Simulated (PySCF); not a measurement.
## Fine-structure interval of Nb³²⁺ by level of theory

Nb³²⁺ [He] 2s2 2p5 [2p1/2^2 2p3/2^3, M_J = 3/2] → Nb³²⁺ [He] 2s2 2p5 [2p1/2^1 2p3/2^4, M_J = 1/2], as a difference of total energies. All numbers are calculated (PySCF 2.14, the two-component X2C-1e Hamiltonian, in an uncontracted even-tempered set (17 s from 12 bohr⁻², ratio 2.4; 12 p from 16 bohr⁻², ratio 2.4; 5 d from 62 bohr⁻², ratio 2.6; 4 f from 93 bohr⁻², ratio 2.6)). Correlated levels: nothing frozen; the 32 highest virtual spinors dropped. "Screened" scales the spin-orbit matrix elements by Boettger's factors to mimic the two-electron term; Breit and QED terms are absent.

```json
{"method": "GHF (screened spin-orbit)", "fine-structure interval (cm⁻¹)": "812000"}
{"method": "GMP2 (screened spin-orbit)", "fine-structure interval (cm⁻¹)": "812880"}
{"method": "GHF (bare spin-orbit)", "fine-structure interval (cm⁻¹)": "854930"}
```
